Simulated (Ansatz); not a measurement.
Geometry optimisation, RKS PBE0-D4/6-31G* in Ansatz 0.2.0.

Input file:

```yaml
crystal:
  periodic: [false, false, false]
  atoms:
    - { symbol: B, position_ang: [0.0, 0.0, 0.0] }
    - { symbol: C, position_ang: [0.0, 0.0, 1.6] }
    - { symbol: H, position_ang: [-0.9996, -0.3092, 1.9705] }
    - { symbol: H, position_ang: [0.7676, -0.7111, 1.9705] }
    - { symbol: H, position_ang: [0.232, 1.0203, 1.9705] }
    - { symbol: O, position_ang: [1.2211, 0.0, -0.705] }
    - { symbol: H, position_ang: [1.5209, -0.9519, -0.8599] }
    - { symbol: "N", position_ang: [-1.3423, 0.0, -0.775] }
    - { symbol: H, position_ang: [-2.0112, -0.8164, -0.6764] }
    - { symbol: H, position_ang: [-1.5914, 0.8164, -1.4036] }
basis:
  gaussian: { orbitals: "6-31G*" }
hamiltonian:
  xc: pbe0
  dispersion: d4
relax:
  f_tol: 0.02
  max_steps: 40
output:
  orbitals: {}
```

Command:

```bash
$ ansatz run input.yaml --threads 1 --pin off --max-ram 2048MiB --backend cpu --events-out ev --progress --plain --runs-dir out
```

Question: Where does it end, and by what steps?

Answer: It converged. After 13 steps the energy has fallen by 1.705 eV; H10 moved furthest, 1.10 Å.

```json
{"step": "0", "energy less start (eV)": "0.0000", "largest force component (eV/Å)": "2.145", "accepted": "yes"}
{"step": "1", "energy less start (eV)": "-0.5995", "largest force component (eV/Å)": "1.380", "accepted": "yes"}
{"step": "2", "energy less start (eV)": "-0.9939", "largest force component (eV/Å)": "0.931", "accepted": "yes"}
{"step": "3", "energy less start (eV)": "-1.2311", "largest force component (eV/Å)": "0.620", "accepted": "yes"}
{"step": "4", "energy less start (eV)": "-1.3664", "largest force component (eV/Å)": "1.407", "accepted": "yes"}
{"step": "5", "energy less start (eV)": "-1.5432", "largest force component (eV/Å)": "0.715", "accepted": "yes"}
{"step": "6", "energy less start (eV)": "-1.6587", "largest force component (eV/Å)": "0.477", "accepted": "yes"}
{"step": "7", "energy less start (eV)": "-1.6804", "largest force component (eV/Å)": "0.354", "accepted": "yes"}
{"step": "8", "energy less start (eV)": "-1.6400", "largest force component (eV/Å)": "1.830", "accepted": "no"}
{"step": "9", "energy less start (eV)": "-1.7010", "largest force component (eV/Å)": "0.194", "accepted": "yes"}
{"step": "10", "energy less start (eV)": "-1.7024", "largest force component (eV/Å)": "0.138", "accepted": "yes"}
{"step": "11", "energy less start (eV)": "-1.7045", "largest force component (eV/Å)": "0.026", "accepted": "yes"}
{"step": "12", "energy less start (eV)": "-1.7045", "largest force component (eV/Å)": "0.020", "accepted": "yes"}
{"step": "13", "energy less start (eV)": "-1.7047", "largest force component (eV/Å)": "0.002", "accepted": "yes"}
```

```xyz
10
Properties=species:S:1:pos:R:3
B 0.006 -0.099 0.064
C -0.071 -0.069 1.640
H -1.090 -0.144 2.035
H 0.518 -0.889 2.068
H 0.370 0.859 2.025
O 1.264 -0.083 -0.501
H 1.237 -0.099 -1.464
N -1.166 -0.135 -0.727
H -2.084 -0.145 -0.312
H -1.186 -0.148 -1.736
```

Whether the end is a true minimum wasn't checked by a vibrational analysis.

Run time: 38 s on 1 thread of Arm Neoverse V2 (shared host), peak memory 0.17 GiB.
